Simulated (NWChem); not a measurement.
The numbers come from NWChem runs, not from measurements. System: H$_{3}$AlO$_{3}$, charge 0, spin multiplicity 1, displaced from the optimised geometry. The structure started from a generated list of species. Level: BLYP/def2-SVP.

The NWChem input:

```
start mol
memory heap 200 mb stack 900 mb global 1100 mb
geometry units angstroms nocenter noautoz
  Al     0.000041    -0.000020     0.000000
  O      1.497771     0.871050     0.000000
  H      1.560099     1.849431     0.000000
  O     -1.503146     0.861598     0.000000
  H     -2.381705     0.426578     0.000000
  O      0.005351    -1.732606     0.000000
  H      0.821266    -2.276095     0.000000
  symmetry group Cs
end
basis spherical
  * library def2-svp
end
dft
  xc becke88 lyp
  iterations 100
  direct
end
task dft gradient
```

Output (cleaned and shortened):

```
             Northwest Computational Chemistry Package (NWChem) 7.3.0
             --------------------------------------------------------

                                NWChem Input Module
                                -------------------

 Scaling coordinates for geometry "geometry" by  1.889725989
 (inverse scale =  0.529177249)

 Turning off AUTOSYM since
 SYMMETRY directive was detected!

                             Geometry "geometry" -> ""
                             -------------------------

 Output coordinates in angstroms (scale by  1.889725989 to convert to a.u.)

  No.       Tag          Charge          X              Y              Z
 ---- ---------------- ---------- -------------- -------------- --------------
    1 Al                  13.0000     0.00004100    -0.00002000     0.00000000
    2 O                    8.0000     1.49777100     0.87105000     0.00000000
    3 H                    1.0000     1.56009900     1.84943100     0.00000000
    4 O                    8.0000    -1.50314600     0.86159800     0.00000000
    5 H                    1.0000    -2.38170500     0.42657800     0.00000000
    6 O                    8.0000     0.00535100    -1.73260600     0.00000000
    7 H                    1.0000     0.82126600    -2.27609500     0.00000000

 Effective nuclear repulsion energy (a.u.)     158.2091134558

            Nuclear Dipole moment (a.u.)
            ----------------------------
        X                 Y               Z
 ---------------- ---------------- ----------------
     0.0000018897    -0.0000188973     0.0000000000

      Symmetry information
      --------------------

 Group name             Cs
 Group number              2
 Group order               2
 No. of unique centers     7

      Symmetry unique atoms

     1    2    3    4    5    6    7


 Summary of "ao basis" -> "" (spherical)
 ------------------------------------------------------------------------------
       Tag                 Description            Shells   Functions and Types
 ---------------- ------------------------------  ------  ---------------------
[...]
          Wavefunction type:  closed shell.
          No. of atoms     :     7
          No. of electrons :    40
           Alpha electrons :    20
            Beta electrons :    20
          Charge           :     0
          Spin multiplicity:     1
          Use of symmetry is: on ; symmetry adaption is: on
          Maximum number of iterations: 100
          This is a Direct SCF calculation.
          AO basis - number of functions:    75
                     number of shells:    35
          Convergence on energy requested:  1.00D-06
          Convergence on density requested:  1.00D-05
          Convergence on gradient requested:  5.00D-04

              XC Information
              --------------
                    Becke 1988 Exchange Functional  1.000
              Lee-Yang-Parr Correlation Functional  1.000

             Grid Information
             ----------------
          Grid used for XC integration:  medium
          Radial quadrature: Mura-Knowles
          Angular quadrature: Lebedev.
          Tag              B.-S. Rad. Rad. Pts. Rad. Cut. Ang. Pts.
          ---              ---------- --------- --------- ---------
          Al                  1.25       88           8.0       590
          O                   0.60       49          10.0       434
          H                   0.35       45          11.0       434
          Grid pruning is: on
          Number of quadrature shells:   370
          Spatial weights used:  Erf1

          Convergence Information
          -----------------------
          Convergence aids based upon iterative change in
          total energy or number of iterations.
          Levelshifting, if invoked, occurs when the
          HOMO/LUMO gap drops below (HL_TOL):  1.00D-02
          DIIS, if invoked, will attempt to extrapolate
          using up to (NFOCK): 10 stored Fock matrices.

                    Damping( 0%)  Levelshifting(0.5)       DIIS
                  --------------- ------------------- ---------------
          dE  on:    start            ASAP                start
          dE off:    2 iters        100 iters           100 iters

      Screening Tolerance Information
      -------------------------------
          Density screening/tol_rho:  1.00D-10
          AO Gaussian exp screening on grid/accAOfunc:  14
          CD Gaussian exp screening on grid/accCDfunc:  20
          XC Gaussian exp screening on grid/accXCfunc:  20
          Schwarz screening/accCoul:  1.00D-08

                            NWChem DFT Gradient Module
                            --------------------------

  charge          =   0.00
  wavefunction    = closed shell

  Using symmetry

                         DFT ENERGY GRADIENTS

    atom               coordinates                        gradient
                 x          y          z           x          y          z
   1 Al      0.000077  -0.000038   0.000000    0.000004  -0.000011   0.000000
   2 O       2.830377   1.646046   0.000000    0.006229  -0.002499   0.000000
   3 H       2.948160   3.494918   0.000000    0.002378   0.008702   0.000000
   4 O      -2.840534   1.628184   0.000000   -0.000943   0.006640   0.000000
   5 H      -4.500770   0.806116   0.000000   -0.008729  -0.002286   0.000000
   6 O       0.010112  -3.274151   0.000000   -0.005268  -0.004137   0.000000
   7 H       1.551968  -4.301196   0.000000    0.006328  -0.006409   0.000000

                 ----------------------------------------
                 |  Time  |  1-e(secs)   |  2-e(secs)   |
                 ----------------------------------------
                 |  CPU   |       0.00   |       0.55   |
                 ----------------------------------------
                 |  WALL  |       0.00   |       0.55   |
                 ----------------------------------------

 Task  times  cpu:        2.5s     wall:        2.5s

 Total times  cpu:        2.5s     wall:        2.5s
```
